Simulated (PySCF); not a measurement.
I3Sb. Atoms are numbered in the order given.

```xyz
4

Sb     0.0000     0.0000     0.9598
I      2.1276     1.2284    -0.3078
I      0.0000    -2.4567    -0.3078
I     -2.1276     1.2284    -0.3078
```
Charge 0, spin multiplicity 1.

The structure is a stationary point at PBE-D3(BJ)/def2-SVP. The isomer is the one that the SMILES or the coordinates give; other isomers of the formula were not compared. The def2 effective core potentials stand for the cores of I, Sb; spin–orbit coupling is left out.

Method: PySCF with CAM-B3LYP/def2-TZVP.

ESP charges are fitted to the potential on shells at 1.4 to 2.0 van der Waals radii. Atomic charges (e):

```json
[
 {"atom": "Sb1", "Löwdin": "0.05", "ESP fit": "0.31", "Mulliken": "0.53"},
 {"atom": "I2", "Löwdin": "-0.02", "ESP fit": "-0.10", "Mulliken": "-0.18"},
 {"atom": "I3", "Löwdin": "-0.02", "ESP fit": "-0.10", "Mulliken": "-0.18"},
 {"atom": "I4", "Löwdin": "-0.02", "ESP fit": "-0.10", "Mulliken": "-0.18"}
]
```
